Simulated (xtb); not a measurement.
MoOF3, SMILES [O]=[Mo+]([F])([F])[F], charge +1, multiplicity 1. All values are semi-empirical tight-binding results from xtb (GFN2-xTB unless named), good for trends rather than for accurate numbers. Coordinates come from a GFN2-xTB optimisation. The spin state was assumed, not searched. The isomer is the one that the SMILES or the coordinates give; other isomers of the formula were not compared.

For metal compounds this method's bond lengths and energies can be far off.

The point group as xtb finds it comes out as C3v. The orbital gap is 4.37 eV and the zero-point energy is 5.7 kcal/mol. The G − E(el) at 298.15 K (modified RRHO) comes out as -12.8 kcal/mol.
